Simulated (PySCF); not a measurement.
Li (lithium, neutral) across methods

[He] 2s1, 2S determinant. All numbers are calculated (PySCF 2.14, no relativity, point nucleus, in aug-cc-pCVTZ).

```json
{"method": "wB97X", "E (hartree)": "-7.4819", "mean ε 1s α (eV)": "-58.161", "mean ε 1s β (eV)": "-58.050", "mean ε 2s α (eV)": "-5.323", "Σ⟨r²⟩ (bohr²)": "18.60", "⟨S²⟩": "0.750"}
{"method": "BLYP", "E (hartree)": "-7.4825", "mean ε 1s α (eV)": "-51.951", "mean ε 1s β (eV)": "-51.759", "mean ε 2s α (eV)": "-3.031", "Σ⟨r²⟩ (bohr²)": "17.86", "⟨S²⟩": "0.750"}
{"method": "PBE", "E (hartree)": "-7.4620", "mean ε 1s α (eV)": "-51.742", "mean ε 1s β (eV)": "-51.516", "mean ε 2s α (eV)": "-3.229", "Σ⟨r²⟩ (bohr²)": "17.98", "⟨S²⟩": "0.750"}
{"method": "r2SCAN", "E (hartree)": "-7.4796", "mean ε 1s α (eV)": "-53.306", "mean ε 1s β (eV)": "-53.141", "mean ε 2s α (eV)": "-3.253", "Σ⟨r²⟩ (bohr²)": "18.12", "⟨S²⟩": "0.750"}
{"method": "M06-2X", "E (hartree)": "-7.4824", "mean ε 1s α (eV)": "-59.707", "mean ε 1s β (eV)": "-59.527", "mean ε 2s α (eV)": "-4.187", "Σ⟨r²⟩ (bohr²)": "18.13", "⟨S²⟩": "0.750"}
{"method": "TPSSh", "E (hartree)": "-7.4881", "mean ε 1s α (eV)": "-54.350", "mean ε 1s β (eV)": "-54.109", "mean ε 2s α (eV)": "-3.432", "Σ⟨r²⟩ (bohr²)": "17.87", "⟨S²⟩": "0.750"}
{"method": "PBE0", "E (hartree)": "-7.4671", "mean ε 1s α (eV)": "-55.879", "mean ε 1s β (eV)": "-55.596", "mean ε 2s α (eV)": "-3.832", "Σ⟨r²⟩ (bohr²)": "17.98", "⟨S²⟩": "0.750"}
{"method": "UHF", "E (hartree)": "-7.43271", "mean ε 1s α (eV)": "-67.666", "mean ε 1s β (eV)": "-67.178", "mean ε 2s α (eV)": "-5.343", "Σ⟨r²⟩ (bohr²)": "18.65", "⟨S²⟩": "0.750"}
```

(1) Estimate the same row for LDA.

## Answers

(1) E (hartree) = -7.3438; mean ε 1s α (eV) = -51.011; mean ε 1s β (eV) = -50.800; mean ε 2s α (eV) = -3.165; Σ⟨r²⟩ (bohr²) = 18.32; ⟨S²⟩ = 0.750.
